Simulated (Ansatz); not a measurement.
**Abstraction of H: how K changes with temperature for AlHBr2 + SiH2(SeH) ⇌ AlBr2 + SiH3(SeH)**

Gas-phase species: AlHBr2 `[Br][AlH][Br]`, singlet; SiH2(SeH), doublet; AlBr2 `[Br][Al][Br]`, doublet; SiH3(SeH), singlet. A radical takes H: the energy is the difference in strength between the Al–H bond broken and the Si–H bond made.

The electronic reaction energy at CCSD(T)/def2-TZVPP is -31.3 kJ/mol. Shapes: PBE0-D4/def2-TZVP. Flexible molecules stand in one conformer, not always the lowest. Programs: Ansatz 0.2.0. Enthalpy and entropy come from rigid-rotor, harmonic-oscillator sums on unscaled PBE0-D4/def2-TZVP wavenumbers, ideal gases at 1 bar; R ln 2 is added for the mirror twin of the chiral shape of SiH2(SeH). Symmetry numbers: AlHBr2 2, SiH2(SeH) 1, AlBr2 2, SiH3(SeH) 1. R = 8.3145 J/(mol K).

| T (K) | ΔH (kJ/mol) | ΔS (J/(mol K)) |
| --- | --- | --- |
| 300 | -25.8 | -4.9 |
| 500 | ? | ? |
| 700 | -27.5 | -8.6 |

Q: Work out ln K at 300 and 700 K, and from these estimate it at 500 K.

A: 
1. 300 K: ΔG = -25.8 − 300 × (-4.9)/1000 = -24.3 kJ/mol; ln K = −ΔG/RT = +9.74.
2. 700 K: ΔG = -27.5 − 700 × (-8.6)/1000 = -21.5 kJ/mol; ln K = −ΔG/RT = +3.69.
3. Slope against 1000/T: (+3.69 − (+9.74))/(1.4286 − 3.3333) = +3.18, that is −ΔH/R with ΔH near -26 kJ/mol.
4. 500 K: ln K = +9.74 + (+3.18) × (2.0000 − 3.3333) = +5.50.

The full sums give ΔH = -26.7 kJ/mol, ΔS = -7.4 J/(mol K), ΔG = -23.0 kJ/mol and ln K = +5.53 at 500 K, so the line is off by -0.03 in ln K; without rounding the miss is -0.04, from the change of ΔH with temperature. The products are favoured over this whole range. An error of 10 kJ/mol in the energy moves ln K by 2.4 at 500 K. Soft modes are treated as harmonic, which can err either way at these temperatures; the lowest are those of AlHBr2 (106 cm⁻¹), SiH2(SeH) (223 cm⁻¹), AlBr2 (95 cm⁻¹), SiH3(SeH) (170 cm⁻¹). Other conformers aren't counted. Other reactions of these species are left aside. Open shells run unrestricted. Relativity is left out for Br, Se. Outer-core shells of Br, Se are correlated, in sets that cover them unevenly.
